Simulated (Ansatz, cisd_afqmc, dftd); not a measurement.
Reaction: BrCl (SMILES ClBr) → BrCl+ (parent SMILES ClBr, doublet) + e-
Each species at its own B3LYP-D3(BJ)/def2-TZVP minimum (Ansatz, a quantum-chemistry and plane-wave program).

Quantity: adiabatic ionisation energy (electronic), in eV. Open shells are spin-unrestricted; no spin-orbit coupling. Correlated methods leave the cores frozen (noble-gas shells, and filled d and f shells in the p block). No relativity. AFQMC/CISD: phaseless, guided by CISD from CCSD amplitudes; bars are statistical, one sigma. Outlying blocks are dropped, and bars are widened where a walk drifts. Over all cases where full CI ran beside it in this data, AFQMC minus full CI had a median of +0.1 mEh and passed +0.4 mEh in a tenth of the cases. CBS(X,Y): correlation extrapolated as X^-3, Hartree-Fock from the larger set. A bracket is a step between two methods taken in the basis named. Double hybrids freeze cores in their MP2 part. Spin-orbit terms, left out, reach several kcal/mol for Br and I, and more for heavier atoms. The spin of BrCl+ (parent SMILES ClBr, doublet) was assumed, and the state is the lowest solution found for it.

| level | program | adiabatic ionisation energy (eV) | difference against the last row |
|---|---|---|---|
| r2SCAN-D4/def2-TZVPD | Ansatz + dftd4 | 10.82 | -0.27 |
| B3LYP-D3(BJ)/def2-TZVPD | Ansatz + dftd3 | 10.91 | -0.18 |
| B2PLYP-D3(BJ)/def2-TZVPD | Ansatz + dftd3 | 10.86 | -0.23 |
| B2GP-PLYP-D3(BJ)/def2-TZVPD | Ansatz + dftd3 | 10.92 | -0.17 |
| B2GP-PLYP/def2-TZVPD | Ansatz | 10.92 | -0.17 |
| CCSD/def2-TZVPP | Ansatz | 10.91 | -0.18 |
| CCSD(T)/def2-TZVPP | Ansatz | 10.87 | -0.22 |
| CCSDT(Q)/def2-SVP | Ansatz | 10.71 | -0.38 |
| CCSDT(Q)/def2-TZVPP | Ansatz | 10.85 | -0.24 |
| CCSD(T)/CBS(def2-TZVPP,def2-QZVPP) + [AFQMC/CISD - CCSD(T)]/def2-SVP | Ansatz + cisd_afqmc | 11.11 ± 0.02 | 0.02 |
| CCSD(T)/CBS(def2-TZVPP,def2-QZVPP) + [CCSDT(Q) - CCSD(T)]/def2-TZVPP + [CCSDTQ - CCSDT(Q)]/def2-SVP | Ansatz | 11.09 | 0.00 |
